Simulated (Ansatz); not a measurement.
These are frozen-core CCSD(T)/cc-pVTZ // PBE-D3(BJ)/def2-SVP (Ansatz, a first-principles code) values and carry that method's errors. The restricted HF reference is unstable towards unrestricted orbitals.

Ansatz 0.2 input:
```yaml
crystal:
  periodic: [false, false, false]
  atoms:
    - { symbol: S, position_ang: [2.412993, -1.122675, 0.000707] }
    - { symbol: C, position_ang: [0.794944, -0.410452, -0.002076] }
    - { symbol: C, position_ang: [0.546019, 0.975097, 0.075325] }
    - { symbol: C, position_ang: [-0.784163, 1.419603, 0.064677] }
    - { symbol: N, position_ang: [-1.851848, 0.609689, -0.014989] }
    - { symbol: C, position_ang: [-1.603086, -0.708392, -0.088487] }
    - { symbol: C, position_ang: [-0.319588, -1.271618, -0.08635] }
    - { symbol: H, position_ang: [3.094064, 0.053213, 0.093027] }
    - { symbol: H, position_ang: [1.37161, 1.699997, 0.143013] }
    - { symbol: H, position_ang: [-0.991515, 2.503615, 0.124962] }
    - { symbol: H, position_ang: [-2.484232, -1.372151, -0.154173] }
    - { symbol: H, position_ang: [-0.190035, -2.362702, -0.149302] }
basis:
  gaussian: { orbitals: cc-pVTZ }
correlation:
  method: ccsd_t
```

Output:

```
Functional definition: HF
1652 factors; integrals over basis functions are off by at most 1.2e-3 eV
mean field evaluation 1: about -17528.1241 eV, gradient 3.6e1 eV
mean field evaluation 2: about -17528.6128 eV, gradient 3.6e1 eV
mean field evaluation 4: about -17532.6333 eV, gradient 5.8e0 eV
mean field evaluation 8: about -17532.7459 eV, gradient 4.8e-1 eV
mean field evaluation 16: about -17532.7478 eV, gradient 2.5e-6 eV
mean field -17532.74775073 eV, -644.3165957161 hartree, gradient 2.5e-6 eV, S^2 0.000000; 0 other end points of the search recorded, 0 dependent functions left out; unrestricted orbitals would lower it
11 core orbitals not correlated
reference -17532.74775073 eV, -644.3165957161 hartree; 18, 18 occupied and 255, 255 virtual orbitals, 1652 factors
second order -31.58150857 eV of doubles, -0.00000000 eV of singles
cycle   1  -31.20222898 eV  change    3.8e-1 eV  update   1.4e-1
cycle   2  -32.12486740 eV  change   -9.2e-1 eV  update   4.6e-2
cycle   3  -32.32035958 eV  change   -2.0e-1 eV  update   2.0e-2
cycle   4  -32.30906477 eV  change    1.1e-2 eV  update   6.0e-3
cycle   5  -32.30893940 eV  change    1.3e-4 eV  update   3.1e-3
cycle   6  -32.31058727 eV  change   -1.6e-3 eV  update   9.3e-4
cycle   7  -32.31003397 eV  change    5.5e-4 eV  update   3.7e-4
cycle   8  -32.30994839 eV  change    8.6e-5 eV  update   1.4e-4
cycle   9  -32.30999543 eV  change   -4.7e-5 eV  update   5.0e-5
cycle  10  -32.30999854 eV  change   -3.1e-6 eV  update   2.1e-5
perturbative correction -1.79489473 eV, -0.0659611647 hartree
Total energy: -17566.85264400 eV, -645.5699274266 hartree
```

Cost: roughly 28 core-minutes.
